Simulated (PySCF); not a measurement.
# Peak assignment

Mapped SMILES: `[CH:1]#[C:2][c:3]1[p:4][cH:5][c:6]([CH3:7])[cH:8][c:9]1[CH3:10]`; H(Xn) means a hydrogen on atom n.

PySCF 2.14 calculation with geometry: GFN2-xTB and PBE0/pcSseg-1 with gauge-including orbitals; one conformer, non-relativistic, no solvent model, rapidly exchanging positions averaged.

Referencing at the same level of theory: ¹³C (σref 186.93), ¹H (σref 31.72) against TMS.

(1) Assign these signals to the numbered atoms. ¹³C{¹H} NMR (computed): δ 162.1 (CH), 154.5 (C), 154.2 (C), 147.7 (C), 137.4 (CH), 101.8 (CH), 88.7 (C), 28.1 (CH3), 27.8 (CH3).

(2) Assign these signals to the numbered atoms. ¹H NMR (600 MHz, computed): δ 8.76 (m, 1H), 7.49 (m, 1H), 3.86 (s, 1H), 2.72 (s, 3H), 2.61 (s, 3H).

Answers

(1) 
162.1 → C5, aromatic CH
154.5 → C3, substituted aromatic carbon
154.2 → C9, substituted aromatic carbon
147.7 → C6, substituted aromatic carbon
137.4 → C8, aromatic CH: the aromatic region
101.8 → C1, terminal alkyne carbon: the triple bond shields along its axis, which puts it between sp3 and sp2 carbons
88.7 → C2, alkyne carbon: the triple bond shields along its axis, which puts it between sp3 and sp2 carbons
28.1 → C7, methyl carbon on an aromatic ring: saturated and bonded to C and H only
27.8 → C10, methyl carbon on an aromatic ring

C3 and C9; C7 and C10 lie closer than the usual error of such a calculation, so a measured spectrum could show them in the other order.

(2) 
| δ (ppm) | atoms | environment | reason |
| --- | --- | --- | --- |
| 8.76 | H(C5) | hydrogen on an aromatic CH | the ring current deshields protons in the ring plane |
| 7.49 | H(C8) | hydrogen on an aromatic CH | – |
| 3.86 | H(C1) | hydrogen on a terminal alkyne carbon | – |
| 2.72 | H(C10) | hydrogen on a methyl carbon on an aromatic ring | benzylic-type position, deshielded by the ring |
| 2.61 | H(C7) | hydrogen on a methyl carbon on an aromatic ring | – |

H(C10) and H(C7) lie closer than the usual error of such a calculation, so a measured spectrum could show them in the other order.

Splittings by ³¹P in the carbon and heteronuclear signals aren't shown, as no couplings were computed. Shifts are as computed. Against solution values, carbons near 30 ppm lie about +3 ppm off and those near 130 ppm about +5 ppm. Of 1211 compounds with measured shifts, 218 miss one by over three times the rms of a fit or turn the order of signals round; such compounds aren't used in these exercises. No couplings were computed; multiplicities are counted from neighbouring protons, with m where these are inequivalent, close in shift, in a saturated or five-membered ring or joined by F or P, and br s for small geminal =CH2 splittings.
